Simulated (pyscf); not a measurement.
Single points on ωB97X-D3(BJ)/def2-SVP structures (PySCF, gas phase).

Q: How much does it cost (ΔH, 298 K, ωB97M-D3(BJ)/def2-TZVP) to split `[NH2][B]([NH2])[NH][Mo](=[O])(=[O])[Cl]` at its Mo–N bond into •HN–B(NH₂)–NH₂ + [O=Mo(=O)–Cl]•?

A: Mo–N to •HN–B(NH₂)–NH₂ + [O=Mo(=O)–Cl]•: 98.1 kcal/mol. The 7 functionals that were run give +97.5 (M06-2X) to +103.3 kcal/mol (ωB97X-D3(BJ)/def2-TZVP). The radicals are drawn with the spin at the cut bond; how far it spreads was not checked. Other isomers of •HN–B(NH₂)–NH₂, [O=Mo(=O)–Cl]• were not searched in full and may lie lower. Open-shell species with a d-block atom are single-reference here; other states, and whether the spin sits on metal or ligand, were not checked. Elements past Kr carry the def2 core potentials, without spin-orbit coupling.
